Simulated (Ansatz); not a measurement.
Start from `NC1=C[SiH2]1` and change one atom or group to get `C=CC1=C[SiH2]1`.

Ansatz, PBE0-D4/def2-TZVP geometries, multiplicity 1. Each molecule was computed in one conformer, which needn't be the lowest.

| property | `NC1=C[SiH2]1` |
| --- | --- |
| zero-point energy (PBE0-D4/def2-TZVP) / kJ/mol | 169.1 |
| LUMO energy (ωB97M-V/def2-TZVPP) / eV | 1.92 |
| size of the dipole moment (B3LYP/def2-TZVPP) / D | 2.05 |
| ideal-gas entropy at 298 K and 1 bar (rigid rotor, harmonic PBE0-D4/def2-TZVP) / J/(mol·K) | 294 |
| HOMO–LUMO gap (PBE/def2-TZVPP) / eV | 4.75 |
| LUMO energy (PBE/def2-TZVPP) / eV | -0.56 |

Problem. What does the change do to each property? (Estimate.)

Solution. Computed: 
```json
{"property": "zero-point energy (PBE0-D4/def2-TZVP) / kJ/mol", "`C=CC1=C[SiH2]1`": "211.4", "shift": "42.3"}
{"property": "LUMO energy (ωB97M-V/def2-TZVPP) / eV", "`C=CC1=C[SiH2]1`": "0.93", "shift": "-0.99"}
{"property": "size of the dipole moment (B3LYP/def2-TZVPP) / D", "`C=CC1=C[SiH2]1`": "0.64", "shift": "-1.41"}
{"property": "ideal-gas entropy at 298 K and 1 bar (rigid rotor, harmonic PBE0-D4/def2-TZVP) / J/(mol·K)", "`C=CC1=C[SiH2]1`": "318", "shift": "24"}
{"property": "HOMO–LUMO gap (PBE/def2-TZVPP) / eV", "`C=CC1=C[SiH2]1`": "4.07", "shift": "-0.68"}
{"property": "LUMO energy (PBE/def2-TZVPP) / eV", "`C=CC1=C[SiH2]1`": "-2.16", "shift": "-1.60"}
```

With PBE0 the HOMO falls by 0.77 eV and the LUMO falls by 1.42 eV, so the gap narrows by about 0.65 eV. PBE moves the HOMO by -0.92 eV and ωB97M-V by -0.70 eV. The zero-point energy changes by 42.3 kJ/mol with +6 modes. Dipoles are sizes alone; their direction can turn.

B3LYP here is the variant with VWN-RPA as its local correlation; programs differ in this.
